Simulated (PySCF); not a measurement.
## Relaxation of quartet ReF4

These are results of PySCF, UB3LYP, basis Re def2-SVP with ECP60, F def2-SVP (scalar-relativistic core potentials, no spin–orbit coupling, density fitting), not measurements. A (50,194) grid was used.

A hand-made square planar start, of D4h symmetry, held to at least that symmetry:

Coordinates in bohr (charge 0 multiplicity 4):
```
Re    0.0000    0.0000    0.0000
F     3.6850    0.0000    0.0000
F     0.0000    3.6850    0.0000
F    -3.6850    0.0000    0.0000
F     0.0000   -3.6850    0.0000
```

Optimiser trace:
| step | E − E(last) (kJ/mol) | largest gradient (Eh/bohr) |
| --- | --- | --- |
| 0 | 42.07 | 0.04732 |
| 1 | 0.96 | 0.00870 |
| 2 | 0.07 | 0.00206 |
| 3 | 0.00 | 0.00007 |

It ends at D4h with Re–F 1.868 Å (×4); F–Re–F 90.0° (×4), F–Re–F 180.0° (×2) (after a last refinement on a finer grid). A frequency run shows a minimum. Other isomers or separated fragments may lie lower.

With open d or f shells other occupations or spin states may lie lower. Spin–orbit coupling, left out here, can matter for elements this heavy.

The relaxation took about 26 core-seconds on a shared host.
